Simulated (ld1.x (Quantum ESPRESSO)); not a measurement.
**boron (B): one change to an ultrasoft potential, before and after**

```json
{
 "Element": "B (Z = 5)",
 "Generator": "ld1.x (Quantum ESPRESSO) 7.5",
 "Type": "ultrasoft",
 "Functional": "LDA (PZ)",
 "Relativity": "scalar-relativistic",
 "Frozen core": "[He]",
 "Valence charge": "3",
 "Reference configuration": "2s2 2p1",
 "Partial waves": "2s (bound): rcut 1.15, rcutus 1.30 bohr; 2s channel at 2.25 Ry: rcut 1.15, rcutus 1.30 bohr; 2p (bound): rcut 2.20, rcutus 2.50 bohr; 2p channel at 2.45 Ry: rcut 2.20, rcutus 2.50 bohr",
 "Local potential": "all-electron potential smoothed inside 1.80 bohr (lloc = -1)",
 "Core correction": "Bessel-smoothed model core inside 0.70 bohr",
 "Augmentation charge": "PSQ, inside the norm-conserving radii"
}
```

Change: wave 2p channel at 2.45 Ry: rcut 2.20, rcutus 2.50 bohr becomes 2p channel at -0.13 Ry: rcut 2.20, rcutus 2.50 bohr.

Cutoffs: the cutoffs (Ry, on a coarse ladder) from which the occupation-weighted sum of valence levels, in a spherical-Bessel basis at the reference potential, stays within 10 and 1 mRy of its value at 400 Ry; they do not see the model core or the augmentation charge, which bear on the density cutoff. Errors are all-electron minus pseudo energies relative to the spin-unpolarised reference configuration.

Question: Predict the effect on cutoff, ghosts and configuration errors.

Answer: The potential gets neither clearly harder nor softer (15 Ry and 21 Ry → 15 Ry and 21 Ry); the number of tests with a reliable result goes from 9 to 2 (the test run of the changed file stopped, so its transferability is not established); the range in which the p phases agree narrows (upper end 4.4 → 1.7); neither file shows a bound ghost.

```tsv
quantity	base	changed
cutoff, loose	15 Ry	15 Ry
cutoff, tight	21 Ry	21 Ry
bound ghosts	none	none
tests with a reliable result	9 of 9	2 of 9 (the test run stopped)
error for 2s2 2p0, meV [ΔE 8.33 eV]	-15	-15
error for 2s1 2p0, meV [ΔE 33.63 eV]	-31	-31
s: phases at 2.71 bohr within 0.05 rad from the reference energy up to (Ry; the scan ends near 5)	to the end of the scan	to the end of the scan
p: phases at 2.71 bohr within 0.05 rad from the reference energy up to (Ry; the scan ends near 5)	4.4	1.7
lowest overlap eigenvalue by channel	s 0.51, p 0.83	s 0.51, p 0.92
```
